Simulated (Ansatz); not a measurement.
# A ladder of methods for C2H6BFO (SMILES COB(C)F)

C2H6BFO has 11 atoms, charge 0, and is taken as a singlet. SMILES: `COB(C)F`. Geometry: relaxed at PBE0-D4/def2-TZVP. This is one conformer, not always the lowest.

| atom | x (Å) | y (Å) | z (Å) |
| --- | --- | --- | --- |
| C | -1.3644 | 0.7111 | 0.5385 |
| O | -0.2410 | 1.2278 | -0.1353 |
| B | 0.8186 | 0.4827 | -0.5089 |
| C | 0.9932 | -1.0579 | -0.2706 |
| F | 1.7792 | 1.1652 | -1.1360 |
| H | -1.4585 | 1.2071 | 1.5069 |
| H | -2.2591 | 0.9243 | -0.0500 |
| H | -1.2940 | -0.3677 | 0.6981 |
| H | 0.9476 | -1.3070 | 0.7940 |
| H | 1.9474 | -1.4128 | -0.6601 |
| H | 0.1963 | -1.6298 | -0.7560 |

Each level gives the energy change with the O2–B3 bond stretched from 1.348 to 2.427 Å (eV). The values are calculated.

```json
{"level": "HF/def2-SVP (restricted)", "kind": "Hartree–Fock", "program": "Ansatz", "value (eV)": "5.94", "CPU time (all runs)": "2.9 s"}
{"level": "SVWN5/def2-SVP (restricted)", "kind": "LDA", "program": "Ansatz", "value (eV)": "5.14", "CPU time (all runs)": "3.8 s"}
{"level": "BLYP/def2-SVP (restricted)", "kind": "GGA", "program": "Ansatz", "value (eV)": "4.47", "CPU time (all runs)": "5.9 s"}
{"level": "BHLYP/def2-SVP (restricted)", "kind": "global hybrid", "program": "Ansatz", "value (eV)": "5.59", "CPU time (all runs)": "8 s"}
{"level": "CAM-B3LYP/def2-SVP (restricted)", "kind": "range-separated hybrid", "program": "Ansatz", "value (eV)": "5.37", "CPU time (all runs)": "8 s"}
{"level": "wB97X/def2-SVP (restricted)", "kind": "range-separated hybrid", "program": "Ansatz", "value (eV)": "5.33", "CPU time (all runs)": "23 s"}
{"level": "B2PLYP/def2-SVP (restricted)", "kind": "double hybrid", "program": "Ansatz", "value (eV)": "5.08", "CPU time (all runs)": "9.4 s"}
{"level": "RPA@PBE/def2-SVP (restricted)", "kind": "RPA", "program": "Ansatz", "value (eV)": "4.82", "CPU time (all runs)": "11 s"}
{"level": "CCSD/def2-SVP (restricted)", "kind": "coupled cluster or CI", "program": "Ansatz", "value (eV)": "5.30", "CPU time (all runs)": "32 s"}
```

The first shape isn't each level's own minimum. The values span 4.47 to 5.94 eV. CPU times are rough (shared hosts, several kinds of processor): they show what a rung costs within a factor of a few.
